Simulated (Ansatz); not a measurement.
# Molecular dynamics of C₃H₈FNSi

Input file:

```yaml
crystal:
  periodic: [false, false, false]
  atoms:
    - { symbol: "N", position_ang: [-2.621645, -0.843407, 0.306317] }
    - { symbol: C, position_ang: [-1.260301, -0.842948, -0.0134] }
    - { symbol: F, position_ang: [-0.660469, -2.03079, 0.242827] }
    - { symbol: C, position_ang: [-0.518617, 0.146923, -0.526251] }
    - { symbol: C, position_ang: [0.951791, 0.055613, -0.803841] }
    - { symbol: Si, position_ang: [1.983812, 0.770577, 0.624457] }
    - { symbol: H, position_ang: [-2.871852, -0.186794, 1.040998] }
    - { symbol: H, position_ang: [-3.234404, -0.716899, -0.495025] }
    - { symbol: H, position_ang: [-1.026403, 1.097393, -0.711611] }
    - { symbol: H, position_ang: [1.254751, -0.993528, -0.948051] }
    - { symbol: H, position_ang: [1.213338, 0.604323, -1.724633] }
    - { symbol: H, position_ang: [1.731158, -0.002394, 1.874223] }
    - { symbol: H, position_ang: [1.603791, 2.195996, 0.861373] }
    - { symbol: H, position_ang: [3.442051, 0.716732, 0.301516] }
basis:
  gaussian: { orbitals: def2-SVP }
hamiltonian:
  xc: b3lyp
  dispersion: d4
md:
  timestep: 0.5
  n_steps: 200
  ensemble: nve
  temperature: 100.0
  initial_velocities: maxwell_boltzmann
  seed: 8755
```

Run as:

```bash
$ ansatz run input.yaml --threads 2 --pin off --max-ram 3072MiB --backend cpu --events-out ev --progress --plain --runs-dir out
```

It starts at the highest image of a converged band. Of that band: The profile has 2 maxima (images 3, 6) with wells between them (image 5): this band takes more than one step, which may be the mechanism or a detour left from its start path. A vibrational analysis at the climbing image gives one clearly imaginary mode, 319i cm⁻¹: a first-order saddle point.

Output, in part (one step line in 4, the closing report, with atoms numbered from 0):

```
md step     0: t =     0.00 fs  T =   100.0 K  F+E_penalty+E_count = -15318.17444324 eV  E_kin = 0.155112 eV  conserved = -15318.01933124 eV  (27 SCF iters)
md step     4: t =     2.00 fs  T =    72.9 K  F+E_penalty+E_count = -15318.13180931 eV  E_kin = 0.113054 eV  conserved = -15318.01875557 eV  (24 SCF iters)
md step     8: t =     4.00 fs  T =    48.7 K  F+E_penalty+E_count = -15318.09441276 eV  E_kin = 0.075529 eV  conserved = -15318.01888392 eV  (23 SCF iters)
md step    12: t =     6.00 fs  T =    31.5 K  F+E_penalty+E_count = -15318.06748215 eV  E_kin = 0.048784 eV  conserved = -15318.01869795 eV  (24 SCF iters)
md step    16: t =     8.00 fs  T =    36.5 K  F+E_penalty+E_count = -15318.07543074 eV  E_kin = 0.056613 eV  conserved = -15318.01881732 eV  (24 SCF iters)
md step    20: t =    10.00 fs  T =    47.2 K  F+E_penalty+E_count = -15318.09220340 eV  E_kin = 0.073170 eV  conserved = -15318.01903366 eV  (24 SCF iters)
md step    24: t =    12.00 fs  T =    43.8 K  F+E_penalty+E_count = -15318.08666100 eV  E_kin = 0.067973 eV  conserved = -15318.01868796 eV  (23 SCF iters)
md step    28: t =    14.00 fs  T =    55.9 K  F+E_penalty+E_count = -15318.10568042 eV  E_kin = 0.086646 eV  conserved = -15318.01903458 eV  (23 SCF iters)
md step    32: t =    16.00 fs  T =    53.3 K  F+E_penalty+E_count = -15318.10141164 eV  E_kin = 0.082641 eV  conserved = -15318.01877099 eV  (25 SCF iters)
md step    36: t =    18.00 fs  T =    56.8 K  F+E_penalty+E_count = -15318.10703857 eV  E_kin = 0.088054 eV  conserved = -15318.01898461 eV  (24 SCF iters)
md step    40: t =    20.00 fs  T =    48.5 K  F+E_penalty+E_count = -15318.09400509 eV  E_kin = 0.075186 eV  conserved = -15318.01881938 eV  (24 SCF iters)
md step    44: t =    22.00 fs  T =    44.3 K  F+E_penalty+E_count = -15318.08767039 eV  E_kin = 0.068777 eV  conserved = -15318.01889370 eV  (24 SCF iters)
md step    48: t =    24.00 fs  T =    39.7 K  F+E_penalty+E_count = -15318.08039737 eV  E_kin = 0.061546 eV  conserved = -15318.01885148 eV  (24 SCF iters)
md step    52: t =    26.00 fs  T =    40.5 K  F+E_penalty+E_count = -15318.08145452 eV  E_kin = 0.062793 eV  conserved = -15318.01866108 eV  (25 SCF iters)
md step    56: t =    28.00 fs  T =    63.5 K  F+E_penalty+E_count = -15318.11753373 eV  E_kin = 0.098438 eV  conserved = -15318.01909569 eV  (31 SCF iters)
md step    60: t =    30.00 fs  T =    64.8 K  F+E_penalty+E_count = -15318.11936325 eV  E_kin = 0.100566 eV  conserved = -15318.01879768 eV  (25 SCF iters)
md step    64: t =    32.00 fs  T =    64.3 K  F+E_penalty+E_count = -15318.11882350 eV  E_kin = 0.099747 eV  conserved = -15318.01907600 eV  (30 SCF iters)
md step    68: t =    34.00 fs  T =    44.6 K  F+E_penalty+E_count = -15318.08785439 eV  E_kin = 0.069178 eV  conserved = -15318.01867654 eV  (25 SCF iters)
md step    72: t =    36.00 fs  T =    46.7 K  F+E_penalty+E_count = -15318.09128733 eV  E_kin = 0.072506 eV  conserved = -15318.01878180 eV  (24 SCF iters)
md step    76: t =    38.00 fs  T =    59.2 K  F+E_penalty+E_count = -15318.11085765 eV  E_kin = 0.091788 eV  conserved = -15318.01906930 eV  (24 SCF iters)
md step    80: t =    40.00 fs  T =    52.8 K  F+E_penalty+E_count = -15318.10065064 eV  E_kin = 0.081943 eV  conserved = -15318.01870743 eV  (25 SCF iters)
md step    84: t =    42.00 fs  T =    58.9 K  F+E_penalty+E_count = -15318.11033241 eV  E_kin = 0.091306 eV  conserved = -15318.01902607 eV  (31 SCF iters)
md step    88: t =    44.00 fs  T =    52.5 K  F+E_penalty+E_count = -15318.10013732 eV  E_kin = 0.081406 eV  conserved = -15318.01873090 eV  (25 SCF iters)
md step    92: t =    46.00 fs  T =    58.4 K  F+E_penalty+E_count = -15318.10961921 eV  E_kin = 0.090636 eV  conserved = -15318.01898311 eV  (25 SCF iters)
md step    96: t =    48.00 fs  T =    53.0 K  F+E_penalty+E_count = -15318.10102441 eV  E_kin = 0.082202 eV  conserved = -15318.01882254 eV  (25 SCF iters)
md step   100: t =    50.00 fs  T =    55.0 K  F+E_penalty+E_count = -15318.10405208 eV  E_kin = 0.085324 eV  conserved = -15318.01872768 eV  (23 SCF iters)
md step   104: t =    52.00 fs  T =    74.1 K  F+E_penalty+E_count = -15318.13399246 eV  E_kin = 0.114990 eV  conserved = -15318.01900215 eV  (30 SCF iters)
md step   108: t =    54.00 fs  T =    81.6 K  F+E_penalty+E_count = -15318.14534853 eV  E_kin = 0.126580 eV  conserved = -15318.01876879 eV  (24 SCF iters)
md step   112: t =    56.00 fs  T =    96.7 K  F+E_penalty+E_count = -15318.16910778 eV  E_kin = 0.150057 eV  conserved = -15318.01905036 eV  (30 SCF iters)
md step   116: t =    58.00 fs  T =    94.3 K  F+E_penalty+E_count = -15318.16502708 eV  E_kin = 0.146279 eV  conserved = -15318.01874772 eV  (31 SCF iters)
md step   120: t =    60.00 fs  T =   100.2 K  F+E_penalty+E_count = -15318.17435006 eV  E_kin = 0.155373 eV  conserved = -15318.01897716 eV  (30 SCF iters)
md step   124: t =    62.00 fs  T =    97.2 K  F+E_penalty+E_count = -15318.16957188 eV  E_kin = 0.150718 eV  conserved = -15318.01885430 eV  (31 SCF iters)
md step   128: t =    64.00 fs  T =   100.2 K  F+E_penalty+E_count = -15318.17403665 eV  E_kin = 0.155351 eV  conserved = -15318.01868537 eV  (28 SCF iters)
md step   132: t =    66.00 fs  T =   127.3 K  F+E_penalty+E_count = -15318.21652535 eV  E_kin = 0.197488 eV  conserved = -15318.01903686 eV  (30 SCF iters)
md step   136: t =    68.00 fs  T =   141.9 K  F+E_penalty+E_count = -15318.23887732 eV  E_kin = 0.220181 eV  conserved = -15318.01869607 eV  (30 SCF iters)
md step   140: t =    70.00 fs  T =   165.3 K  F+E_penalty+E_count = -15318.27553531 eV  E_kin = 0.256445 eV  conserved = -15318.01909050 eV  (31 SCF iters)
md step   144: t =    72.00 fs  T =   168.3 K  F+E_penalty+E_count = -15318.27993170 eV  E_kin = 0.261113 eV  conserved = -15318.01881873 eV  (31 SCF iters)
md step   148: t =    74.00 fs  T =   177.8 K  F+E_penalty+E_count = -15318.29483174 eV  E_kin = 0.275827 eV  conserved = -15318.01900523 eV  (30 SCF iters)
md step   152: t =    76.00 fs  T =   172.9 K  F+E_penalty+E_count = -15318.28725241 eV  E_kin = 0.268144 eV  conserved = -15318.01910804 eV  (29 SCF iters)
md step   156: t =    78.00 fs  T =   144.1 K  F+E_penalty+E_count = -15318.24206122 eV  E_kin = 0.223489 eV  conserved = -15318.01857243 eV  (29 SCF iters)
md step   160: t =    80.00 fs  T =   145.8 K  F+E_penalty+E_count = -15318.24504822 eV  E_kin = 0.226133 eV  conserved = -15318.01891512 eV  (31 SCF iters)
md step   164: t =    82.00 fs  T =   156.9 K  F+E_penalty+E_count = -15318.26210816 eV  E_kin = 0.243371 eV  conserved = -15318.01873709 eV  (30 SCF iters)
md step   168: t =    84.00 fs  T =   187.6 K  F+E_penalty+E_count = -15318.31014152 eV  E_kin = 0.291000 eV  conserved = -15318.01914170 eV  (31 SCF iters)
md step   172: t =    86.00 fs  T =   188.5 K  F+E_penalty+E_count = -15318.31144343 eV  E_kin = 0.292445 eV  conserved = -15318.01899816 eV  (31 SCF iters)
md step   176: t =    88.00 fs  T =   169.3 K  F+E_penalty+E_count = -15318.28143255 eV  E_kin = 0.262658 eV  conserved = -15318.01877410 eV  (30 SCF iters)
md step   180: t =    90.00 fs  T =   155.4 K  F+E_penalty+E_count = -15318.25994404 eV  E_kin = 0.240974 eV  conserved = -15318.01896955 eV  (30 SCF iters)
md step   184: t =    92.00 fs  T =   136.1 K  F+E_penalty+E_count = -15318.22978453 eV  E_kin = 0.211097 eV  conserved = -15318.01868790 eV  (27 SCF iters)
md step   188: t =    94.00 fs  T =   139.0 K  F+E_penalty+E_count = -15318.23458068 eV  E_kin = 0.215545 eV  conserved = -15318.01903580 eV  (30 SCF iters)
md step   192: t =    96.00 fs  T =   128.9 K  F+E_penalty+E_count = -15318.21864861 eV  E_kin = 0.199891 eV  conserved = -15318.01875753 eV  (30 SCF iters)
md step   196: t =    98.00 fs  T =   124.7 K  F+E_penalty+E_count = -15318.21234174 eV  E_kin = 0.193399 eV  conserved = -15318.01894229 eV  (30 SCF iters)
md step   200: t =   100.00 fs  T =   115.3 K  F+E_penalty+E_count = -15318.19764656 eV  E_kin = 0.178834 eV  conserved = -15318.01881254 eV  (27 SCF iters)
Total energy: -15318.19792713 eV, -562.9333907746 hartree
Atom 0 at    -2.595575    -0.782540     0.377941 Å, force     0.831135    -0.300241    -0.332485 eV/Å
Atom 1 at    -1.240436    -0.811439    -0.033408 Å, force    -1.153368    -0.654187     0.440508 eV/Å
Atom 2 at    -0.700386    -2.033580     0.225078 Å, force     0.198288     0.361837    -0.085489 eV/Å
Atom 3 at    -0.522881     0.166737    -0.578601 Å, force     0.750383     0.661293    -0.006475 eV/Å
Atom 4 at     0.961681     0.107702    -0.874288 Å, force     0.035768     0.346500     0.282432 eV/Å
Atom 5 at     1.984404     0.741258     0.660024 Å, force    -0.161908    -0.312341    -0.619341 eV/Å
Atom 6 at    -3.248704    -0.518996    -0.371900 Å, force     0.207898    -0.347839     0.512293 eV/Å
Atom 7 at    -2.800584    -1.674761     0.852628 Å, force    -0.334524     0.609710    -0.479046 eV/Å
Atom 8 at    -1.015255     1.142945    -0.635054 Å, force    -0.028737    -0.078602    -0.074442 eV/Å
Atom 9 at     1.271112    -0.919546    -1.114441 Å, force     0.101312    -0.091550     0.100584 eV/Å
Atom 10 at     1.256387     0.729761    -1.747295 Å, force    -0.254709    -0.117905     0.184649 eV/Å
Atom 11 at     1.667640    -0.100669     1.831591 Å, force     0.090519    -0.300434     0.163411 eV/Å
Atom 12 at     1.589890     2.107974     1.075993 Å, force    -0.069889     0.266049    -0.170822 eV/Å
Atom 13 at     3.461785     0.739562     0.357162 Å, force    -0.212167    -0.042291     0.084224 eV/Å
Dipole moment:    -0.386422    -0.053510    -0.221079 e Å
```

All steps were run. The conserved energy stayed within 0.055 meV per atom of its start (net change 0.037 meV per atom), so the integration is sound. The kinetic energy rose, since the run started high on the potential surface and went downhill. A run of 0.1 ps of so small a system gives no equilibrium averages. The orbitals stay closed-shell, which can raise the energy where a bond breaks towards radicals; this wasn't checked here.

The same pairs are bonded in the first frame and the last. Pairs count as bonded within 1.25 times the sum of covalent radii (0.12 Å more for H–H).

Last frame:

```xyz
14
Properties=species:S:1:pos:R:3
N -2.596 -0.782 0.378
C -1.240 -0.811 -0.033
F -0.700 -2.034 0.225
C -0.523 0.167 -0.579
C 0.962 0.108 -0.874
Si 1.984 0.741 0.660
H -3.249 -0.519 -0.372
H -2.801 -1.675 0.853
H -1.015 1.143 -0.635
H 1.271 -0.919 -1.114
H 1.256 0.730 -1.747
H 1.668 -0.101 1.832
H 1.590 2.108 1.076
H 3.462 0.740 0.357
```

Time of the run: 12 min on 2 threads of Intel(R) Xeon(R) Platinum 8488C (Sapphire Rapids), with other jobs on the host, peak memory 0.34 GiB.
